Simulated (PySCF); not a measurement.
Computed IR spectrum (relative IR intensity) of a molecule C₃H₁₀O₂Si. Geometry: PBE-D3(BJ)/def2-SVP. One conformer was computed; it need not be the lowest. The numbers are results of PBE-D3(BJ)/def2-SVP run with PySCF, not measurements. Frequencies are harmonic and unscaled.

Lines under 2 % of the strongest are left out, and lines within 2 cm⁻¹ are merged.

ν (cm⁻¹): 412 (w), 463 (s), 584 (vw), 682 (m), 699 (m), 800 (w), 896 (m), 901 (vw), 916 (s), 943 (s), 948 (vs), 1006 (m), 1068 (s), 1113 (m), 1127 (s), 1224 (w), 1303 (vw), 1335 (w), 1346 (w), 1374 (m), 1410 (w), 1428 (w), 2150 (vs), 2206 (m), 2921 (m), 2972 (vw), 2977 (m), 2981 (m), 3062 (w), 3082 (w), 3639 (m) (against the strongest line: vs over 80 %, s over 45 %, m over 15 %, w over 4 %, vw less)

Q: Identify the compound among the candidates.
A. C[C@@H](O)CO[SiH3]
B. CC(C)(O)[SiH2]O
C. COCOC[SiH3]
D. COC[Si@H](C)O

A: A, C[C@@H](O)CO[SiH3]
